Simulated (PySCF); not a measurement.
Input file for PySCF: R-M06-2X/6-31G* on PH3 (SMILES P).

```python
from pyscf import gto, scf, dft, mp
from pyscf.data.elements import chemcore

mol = gto.M(
    atom='''
    P     0.03315098   -0.67018593    2.95051551
    H     0.98565419   -1.70724421    2.99417304
    H     0.52281958    0.09611153    4.02640972
    H    -1.00975906   -1.32777077    3.63204773
    ''',
    basis='6-31g*',
    cart=True,
    charge=0, spin=0, verbose=3, max_memory=1800)
mf = dft.RKS(mol, xc='m062x')
mf.conv_tol = 1e-8
mf.max_cycle = 100
mf.kernel()
if not mf.converged:
    mf = mf.newton().run(mf.mo_coeff, mf.mo_occ)
```

It printed:

```
converged SCF energy = -343.081572324966
```

The calculation finished and met its thresholds.

Cost: around 0.8 core-seconds (rough).
